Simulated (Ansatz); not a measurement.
Species: C₈H₂₀Si, SMILES `CC[Si](CC)(CC)CC` (charge 0, multiplicity 1).

Q: Give a relaxed geometry from B3LYP-D3(BJ)/def2-SVP run with Ansatz (a program for electronic structure).

A: One answer among several that fit: the end point of this relaxation, one of several conformers (outside a Z-matrix the atoms follow the SMILES, hydrogens last).
Z-matrix (Å, degrees):
```
Si
C 1 1.8972
H 2 1.1048 1 108.12
H 2 1.1050 3 105.46 1 -115.42
C 2 1.5348 3 110.00 4 -118.62
H 5 1.1024 2 111.58 3 -62.66
H 5 1.1024 6 107.00 2 122.21
H 5 1.1026 6 107.17 7 114.70
C 1 1.8972 2 109.34 3 59.21
H 9 1.1048 1 108.12 2 60.95
H 9 1.1050 10 105.46 1 115.42
C 9 1.5348 10 110.00 11 118.62
H 12 1.1024 9 111.58 10 62.66
H 12 1.1024 13 107.00 9 -122.21
H 12 1.1026 13 107.17 14 -114.70
C 1 1.8972 2 109.34 3 -60.95
H 16 1.1048 1 108.12 2 -59.21
H 16 1.1050 17 105.46 1 115.42
C 16 1.5348 17 110.00 18 118.62
H 19 1.1024 16 111.58 17 62.66
H 19 1.1024 20 107.00 16 -122.21
H 19 1.1026 20 107.17 21 -114.70
C 1 1.8972 2 109.73 3 179.13
H 23 1.1048 1 108.12 2 179.13
H 23 1.1050 24 105.46 1 -115.42
C 23 1.5348 24 110.00 25 -118.62
H 26 1.1024 23 111.58 24 -62.66
H 26 1.1024 27 107.00 23 122.21
H 26 1.1026 27 107.17 28 114.70
```
